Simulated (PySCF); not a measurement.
Gas-phase reaction: GeCl₄ + GeO₂ = 2 GeCl₂ + O₂

Method: PySCF energies (xtb for GFN2) plus ideal-gas RRHO corrections (1 bar). † marks an energy on the PBE0/def2-TZVP geometry and frequencies; other levels use their own. MP2 freezes the core. Open shells (unrestricted): O₂ (multiplicity 3); the rest are closed-shell singlets. GFN2 has no spin-polarisation term. Ge: all electrons, no relativistic terms. GeO₂: computed as isolated molecules; such fragments, hydroxides, amides, oligomers or adducts are transient or little studied in the gas. MP2 isn't extrapolated to the basis-set limit.

```json
[
 {"level": "GFN2-xTB", "ΔH°(298 K), kJ": "370"},
 {"level": "HF/def2-TZVP†", "ΔH°(298 K), kJ": "(withheld)"},
 {"level": "M06-2X/def2-TZVP†", "ΔH°(298 K), kJ": "243"},
 {"level": "MP2/def2-TZVPP†", "ΔH°(298 K), kJ": "(withheld)"},
 {"level": "PBE/def2-SVP", "ΔH°(298 K), kJ": "168"},
 {"level": "PBE0/def2-SVP†", "ΔH°(298 K), kJ": "(withheld)"},
 {"level": "r2SCAN/def2-TZVP†", "ΔH°(298 K), kJ": "225"},
 {"level": "LDA/def2-TZVP†", "ΔH°(298 K), kJ": "(withheld)"},
 {"level": "ωB97X-V/def2-TZVP†", "ΔH°(298 K), kJ": "221"}
]
```

Problem. Complete the blanks.

Solution. 
- HF/def2-TZVP†, ΔH°(298 K), kJ: 95
- MP2/def2-TZVPP†, ΔH°(298 K), kJ: 350
- PBE0/def2-SVP†, ΔH°(298 K), kJ: 160
- LDA/def2-TZVP†, ΔH°(298 K), kJ: 262
